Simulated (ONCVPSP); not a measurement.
**Which change was made? (Ce, ONCV)**

Ce, optimised norm-conserving Vanderbilt (ONCV), made with ONCVPSP 4.0.1 (PBEsol, scalar-relativistic). Core [Kr] 4d10, reference 4f1 5s2 5p6 5d1 6s2. Waves: 5s+6s: rc 2.45 bohr, ncon 3, nbas 7, qcut 5.2 1/bohr, 2 projectors; 5p: rc 2.75 bohr, ncon 4, nbas 7, qcut 6 1/bohr, 1 projector; 5d: rc 2.70 bohr, ncon 4, nbas 7, qcut 3 1/bohr, 1 projector; 4f: rc 1.30 bohr, ncon 4, nbas 8, qcut 11.5 1/bohr, local. Local part: the f channel. Core correction: Teter function, fcfact 1.75, rcfact 1.25.

Cutoffs, loose and tight: the cutoffs (Ha) at which the residual kinetic energy of the hardest occupied pseudo-wave falls to 1 and 0.1 mHa per electron. They do not see the model core or the augmentation charge, which bear on the density cutoff. Test errors are all-electron minus pseudo excitation energies from the reference, over the configurations 4f1 5s2 5p6 5d1 6s1; 4f1 5s2 5p6 5d1 6s0; 4f1 5s2 5p6 5d0 6s0; 4f1 5s2 5p6 5d1 6s1 6p1; variants that change the core or the reference have their own tests.

The base gives: outcome: generated; cutoff, loose: 63 Ha; cutoff, tight: 114 Ha; bound ghosts: s, p, d; GHOST(+) flags above zero: none; largest test error (meV): +37.

(1) After one change the result is: outcome: generated; cutoff, loose: 338 Ha; cutoff, tight: 440 Ha; bound ghosts: s, p, d; GHOST(+) flags above zero: none; largest test error (meV): +38. Which change was it?
A. f: rc 1.06
B. f: rc 1.78
C. f: rc 1.62
D. f: rc 0.9

Results:

(1) D. The others give: f: rc 1.62 → outcome: generated; cutoff, loose: 51 Ha; cutoff, tight: 57 Ha; bound ghosts: s, p; GHOST(+) flags above zero: d; largest test error (meV): +20 | f: rc 1.78 → outcome: generated; cutoff, loose: 48 Ha; cutoff, tight: 53 Ha; bound ghosts: s, p; GHOST(+) flags above zero: d; largest test error (meV): +8.1 | f: rc 1.06 → outcome: generated; cutoff, loose: 222 Ha; cutoff, tight: 259 Ha; bound ghosts: s, p, d; GHOST(+) flags above zero: none; largest test error (meV): +39.
